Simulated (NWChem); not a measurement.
Species: CH3BrSn, singlet; SMILES [CH3][Sn][Br]

Program: NWChem. Low-valent species are run as closed-shell singlets; no triplet was tried in these runs. Coordinates come from a PBE0/def2-SVP optimisation. def2 effective core potentials on Sn; no spin-orbit coupling.

Predict the results for B3LYP/def2-SVP. Quantities: highest occupied level (eV); orbital gap (eV); dipole (D).


```yaml
highest occupied level (eV): -6.37
orbital gap (eV): 3.41
dipole (D): 2.77
```
